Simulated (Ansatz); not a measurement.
Ansatz (a first-principles code) input (HF/6-31G* with LANL2DZ past Ar): The .json file joins the Basis Set Exchange's 6-31G* for atoms up to Ar and LANL2DZ past it.

Ansatz 0.2 input:
```yaml
crystal:
  periodic: [false, false, false]
  atoms:
    - {symbol: F, position_ang: [-0.04727815, 1.78734760, -0.33270709]}
    - {symbol: Ge, position_ang: [-0.01164730, 0.28800162, 0.40503302]}
    - {symbol: Cl, position_ang: [-1.75034173, -0.79400280, -0.30872113]}
    - {symbol: Cl, position_ang: [1.79729568, -0.69436075, -0.27755491]}
basis:
  gaussian:
    orbitals: 6-31Gs+LANL2DZ.json
hamiltonian:
  xc: {name: HF}
magnetization: {spin_polarized: true, initial_magnetization: 1}
phonons: {temperatures: {t_min: 298.15, t_max: 298.15, t_step: 100}}
```

Output:

```
Functional definition: HF
integrals: 0.01 GiB planned
639 factors; integrals over basis functions are off by at most 2.9e-4 eV
mean field: 0.23 GiB planned
mean field evaluation 1: about -27810.7939 eV, gradient 2.1e1 eV
mean field evaluation 2: about -27810.8667 eV, gradient 2.1e1 eV
mean field evaluation 4: about -27812.9844 eV, gradient 1.8e0 eV
mean field evaluation 8: about -27813.0531 eV, gradient 2.9e-1 eV
mean field evaluation 16: about -27813.0557 eV, gradient 2.5e-5 eV
mean field -27813.05574480 eV, -1022.1109462552 hartree, gradient 2.5e-5 eV, S^2 0.758131; 0 other end points of the search recorded, 0 dependent functions left out
the calculation of the forces begins
reference -27813.05574480 eV, -1022.1109462552 hartree; 24, 23 occupied and 37, 38 virtual orbitals, 639 factors
these checks for a lower state are left out or cut short: stability, starts, cluster_reference, orbital_swaps, neighbouring_geometries, increment
integrals: 0.01 GiB planned
639 factors; integrals over basis functions are off by at most 2.9e-4 eV
mean field: 0.23 GiB planned
mean field -27813.05566033 eV, -1022.1109431509 hartree, gradient 2.1e-6 eV, S^2 0.758114; 0 other end points of the search recorded, 0 dependent functions left out
the calculation of the forces begins
reference -27813.05566033 eV, -1022.1109431509 hartree; 24, 23 occupied and 37, 38 virtual orbitals, 639 factors
these checks for a lower state are left out or cut short: stability, starts, cluster_reference, orbital_swaps, neighbouring_geometries, increment
integrals: 0.01 GiB planned
639 factors; integrals over basis functions are off by at most 2.9e-4 eV
mean field: 0.23 GiB planned
mean field -27813.05565946 eV, -1022.1109431190 hartree, gradient 2.2e-6 eV, S^2 0.758148; 0 other end points of the search recorded, 0 dependent functions left out
the calculation of the forces begins
reference -27813.05565946 eV, -1022.1109431190 hartree; 24, 23 occupied and 37, 38 virtual orbitals, 639 factors
these checks for a lower state are left out or cut short: stability, starts, cluster_reference, orbital_swaps, neighbouring_geometries, increment
integrals: 0.01 GiB planned
639 factors; integrals over basis functions are off by at most 2.9e-4 eV
mean field: 0.23 GiB planned
mean field evaluation 32: about -27813.0557 eV, gradient 1.1e-1 eV
mean field -27813.05572975 eV, -1022.1109457022 hartree, gradient 1.9e-6 eV, S^2 0.758138; 0 other end points of the search recorded, 0 dependent functions left out
the calculation of the forces begins
reference -27813.05572975 eV, -1022.1109457022 hartree; 24, 23 occupied and 37, 38 virtual orbitals, 639 factors
these checks for a lower state are left out or cut short: stability, starts, cluster_reference, orbital_swaps, neighbouring_geometries, increment
integrals: 0.01 GiB planned
639 factors; integrals over basis functions are off by at most 2.9e-4 eV
mean field: 0.23 GiB planned
mean field -27813.05573045 eV, -1022.1109457278 hartree, gradient 1.8e-6 eV, S^2 0.758123; 0 other end points of the search recorded, 0 dependent functions left out
the calculation of the forces begins
reference -27813.05573045 eV, -1022.1109457278 hartree; 24, 23 occupied and 37, 38 virtual orbitals, 639 factors
these checks for a lower state are left out or cut short: stability, starts, cluster_reference, orbital_swaps, neighbouring_geometries, increment
integrals: 0.01 GiB planned
639 factors; integrals over basis functions are off by at most 2.9e-4 eV
mean field: 0.23 GiB planned
mean field -27813.05564152 eV, -1022.1109424595 hartree, gradient 4.7e-6 eV, S^2 0.758104; 0 other end points of the search recorded, 0 dependent functions left out
the calculation of the forces begins
reference -27813.05564152 eV, -1022.1109424595 hartree; 24, 23 occupied and 37, 38 virtual orbitals, 639 factors
these checks for a lower state are left out or cut short: stability, starts, cluster_reference, orbital_swaps, neighbouring_geometries, increment
integrals: 0.01 GiB planned
639 factors; integrals over basis functions are off by at most 2.9e-4 eV
mean field: 0.23 GiB planned
mean field -27813.05563985 eV, -1022.1109423982 hartree, gradient 4.7e-6 eV, S^2 0.758158; 0 other end points of the search recorded, 0 dependent functions left out
the calculation of the forces begins
reference -27813.05563985 eV, -1022.1109423982 hartree; 24, 23 occupied and 37, 38 virtual orbitals, 639 factors
these checks for a lower state are left out or cut short: stability, starts, cluster_reference, orbital_swaps, neighbouring_geometries, increment
integrals: 0.01 GiB planned
639 factors; integrals over basis functions are off by at most 2.9e-4 eV
mean field: 0.23 GiB planned
mean field -27813.05568689 eV, -1022.1109441271 hartree, gradient 4.6e-6 eV, S^2 0.758100; 0 other end points of the search recorded, 0 dependent functions left out
the calculation of the forces begins
reference -27813.05568689 eV, -1022.1109441271 hartree; 24, 23 occupied and 37, 38 virtual orbitals, 639 factors
these checks for a lower state are left out or cut short: stability, starts, cluster_reference, orbital_swaps, neighbouring_geometries, increment
integrals: 0.01 GiB planned
639 factors; integrals over basis functions are off by at most 2.9e-4 eV
mean field: 0.23 GiB planned
mean field evaluation 64: about -27813.0556 eV, gradient 1.8e-1 eV
mean field -27813.05568496 eV, -1022.1109440562 hartree, gradient 4.6e-6 eV, S^2 0.758162; 0 other end points of the search recorded, 0 dependent functions left out
the calculation of the forces begins
reference -27813.05568496 eV, -1022.1109440562 hartree; 24, 23 occupied and 37, 38 virtual orbitals, 639 factors
these checks for a lower state are left out or cut short: stability, starts, cluster_reference, orbital_swaps, neighbouring_geometries, increment
integrals: 0.01 GiB planned
639 factors; integrals over basis functions are off by at most 2.9e-4 eV
mean field: 0.23 GiB planned
mean field -27813.05571506 eV, -1022.1109451621 hartree, gradient 4.4e-6 eV, S^2 0.758084; 0 other end points of the search recorded, 0 dependent functions left out
the calculation of the forces begins
reference -27813.05571506 eV, -1022.1109451621 hartree; 24, 23 occupied and 37, 38 virtual orbitals, 639 factors
these checks for a lower state are left out or cut short: stability, starts, cluster_reference, orbital_swaps, neighbouring_geometries, increment
integrals: 0.01 GiB planned
639 factors; integrals over basis functions are off by at most 2.9e-4 eV
mean field: 0.23 GiB planned
mean field -27813.05571274 eV, -1022.1109450771 hartree, gradient 4.4e-6 eV, S^2 0.758178; 0 other end points of the search recorded, 0 dependent functions left out
the calculation of the forces begins
reference -27813.05571274 eV, -1022.1109450771 hartree; 24, 23 occupied and 37, 38 virtual orbitals, 639 factors
these checks for a lower state are left out or cut short: stability, starts, cluster_reference, orbital_swaps, neighbouring_geometries, increment
integrals: 0.01 GiB planned
639 factors; integrals over basis functions are off by at most 2.9e-4 eV
mean field: 0.23 GiB planned
mean field -27813.05573141 eV, -1022.1109457632 hartree, gradient 3.4e-6 eV, S^2 0.758108; 0 other end points of the search recorded, 0 dependent functions left out
the calculation of the forces begins
reference -27813.05573141 eV, -1022.1109457632 hartree; 24, 23 occupied and 37, 38 virtual orbitals, 639 factors
these checks for a lower state are left out or cut short: stability, starts, cluster_reference, orbital_swaps, neighbouring_geometries, increment
integrals: 0.01 GiB planned
639 factors; integrals over basis functions are off by at most 2.9e-4 eV
mean field: 0.23 GiB planned
mean field -27813.05573007 eV, -1022.1109457139 hartree, gradient 3.4e-6 eV, S^2 0.758154; 0 other end points of the search recorded, 0 dependent functions left out
the calculation of the forces begins
reference -27813.05573007 eV, -1022.1109457139 hartree; 24, 23 occupied and 37, 38 virtual orbitals, 639 factors
these checks for a lower state are left out or cut short: stability, starts, cluster_reference, orbital_swaps, neighbouring_geometries, increment
integrals: 0.01 GiB planned
639 factors; integrals over basis functions are off by at most 2.9e-4 eV
mean field: 0.23 GiB planned
mean field evaluation 96: about -27813.0557 eV, gradient 1.5e-4 eV
mean field -27813.05573808 eV, -1022.1109460083 hartree, gradient 2.1e-6 eV, S^2 0.758114; 0 other end points of the search recorded, 0 dependent functions left out
the calculation of the forces begins
reference -27813.05573808 eV, -1022.1109460083 hartree; 24, 23 occupied and 37, 38 virtual orbitals, 639 factors
these checks for a lower state are left out or cut short: stability, starts, cluster_reference, orbital_swaps, neighbouring_geometries, increment
integrals: 0.01 GiB planned
639 factors; integrals over basis functions are off by at most 2.9e-4 eV
mean field: 0.23 GiB planned
mean field -27813.05573705 eV, -1022.1109459703 hartree, gradient 2.2e-6 eV, S^2 0.758148; 0 other end points of the search recorded, 0 dependent functions left out
the calculation of the forces begins
reference -27813.05573705 eV, -1022.1109459703 hartree; 24, 23 occupied and 37, 38 virtual orbitals, 639 factors
Total energy: -27813.05574480 eV, -1022.1109462552 hartree
Atom 0 at    -0.047278     1.787348    -0.332707 Å, force     0.000007    -0.000300     0.000182 eV/Å
Atom 1 at    -0.011647     0.288002     0.405033 Å, force     0.000011    -0.000213    -0.000580 eV/Å
Atom 2 at    -1.750342    -0.794003    -0.308721 Å, force     0.000493     0.000271     0.000204 eV/Å
Atom 3 at     1.797296    -0.694361    -0.277555 Å, force    -0.000511     0.000243     0.000195 eV/Å
Dipole moment:    -0.006361     0.061788     0.526571 e Å
Vibrations: 141.47 202.30 219.87 395.65 427.53 772.68 cm⁻¹, zero-point energy 0.133871 eV
```

The blocks after the first are displaced geometries, from whose forces the wavenumbers follow.
